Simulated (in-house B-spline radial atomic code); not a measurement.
Inner levels of promethium as electrons are removed. A shift is the extra binding of the orbital against the neutral atom ([Xe] 4f5/2(5) 6s2). The density at the nucleus is averaged over the nuclear charge. Computed with an all-electron radial atomic-structure program (B-spline basis): Dirac-Hartree-Fock, jj configuration that fills j = l - 1/2 first, finite nuclei.

A number in brackets counts the electrons of a j subshell.

| ion | configuration | shift of 4f5/2 (eV) | shift of 3p1/2 (eV) | shift of 2p3/2 (eV) | radius of 4f5/2 (bohr) | radius of 3p1/2 (bohr) | radius of 2p3/2 (bohr) | Σ<r²> (bohr²) | change of density at nucleus (bohr⁻³) |
| --- | --- | --- | --- | --- | --- | --- | --- | --- | --- |
| Pm | [Xe] 4f5/2(5) 6s2 | 0 | 0 | 0 | 0.97956 | 0.24931 | 0.089013 | 92.087 | - |
| Pm+ | [Xe] 4f5/2(5) 6s1 | 5.8124 | 5.8002 | 5.8131 | 0.97729 | 0.24931 | 0.089012 | 61.064 | -9.261 |
| Pm2+ | [Xe] 4f5/2(5) | ? | ? | ? | ? | ? | ? | ? | ? |
| Pm3+ | [Xe] 4f5/2(4) | 30.956 | 32.552 | 31.7 | 0.89959 | 0.24931 | 0.089017 | 36.776 | 5.982 |
| Pm4+ | [Xe] 4f5/2(3) | 51.318 | 55.344 | 53.428 | 0.84669 | 0.24931 | 0.089022 | 33.473 | 47.925 |
| Pm5+ | [Kr] 4d10 4f5/2(3) 5s2 5p1/2(2) 5p3/2(3) | 67.189 | 71.657 | 69.936 | 0.83447 | 0.24929 | 0.089022 | 29.794 | 71.171 |
| Pm6+ | [Kr] 4d10 4f5/2(3) 5s2 5p1/2(2) 5p3/2(2) | ? | ? | ? | ? | ? | ? | ? | ? |
| Pm7+ | [Kr] 4d10 4f5/2(3) 5s2 5p1/2(2) 5p3/2(1) | 100.99 | 106.7 | 105.49 | 0.81162 | 0.24926 | 0.08902 | 23.385 | 122.93 |
| Pm8+ | [Kr] 4d10 4f5/2(3) 5s2 5p1/2(2) | ? | ? | ? | ? | ? | ? | ? | ? |
| Pm9+ | [Kr] 4d10 4f5/2(3) 5s2 5p1/2(1) | 137.59 | 144.94 | 144.79 | 0.7882 | 0.24925 | 0.089016 | 18.057 | 171.8 |

(1) Fill in the row of Pm2+.

(2) Fill in the row of Pm6+.

(3) Fill in the row of Pm8+.

## Answers

(1) shift of 4f5/2 (eV): 12.827; shift of 3p1/2 (eV): 12.8; shift of 2p3/2 (eV): 12.841; radius of 4f5/2 (bohr): 0.97322; radius of 3p1/2 (bohr): 0.24931; radius of 2p3/2 (bohr): 0.089012; Σ<r²> (bohr²): 40.987; change of density at nucleus (bohr⁻³): -28.007.

(2) shift of 4f5/2 (eV): 83.76; shift of 3p1/2 (eV): 88.789; shift of 2p3/2 (eV): 87.303; radius of 4f5/2 (bohr): 0.82281; radius of 3p1/2 (bohr): 0.24927; radius of 2p3/2 (bohr): 0.089021; Σ<r²> (bohr²): 26.45; change of density at nucleus (bohr⁻³): 96.178.

(3) shift of 4f5/2 (eV): 118.85; shift of 3p1/2 (eV): 125.37; shift of 2p3/2 (eV): 124.48; radius of 4f5/2 (bohr): 0.80086; radius of 3p1/2 (bohr): 0.24923; radius of 2p3/2 (bohr): 0.089019; Σ<r²> (bohr²): 20.557; change of density at nucleus (bohr⁻³): 151.39.
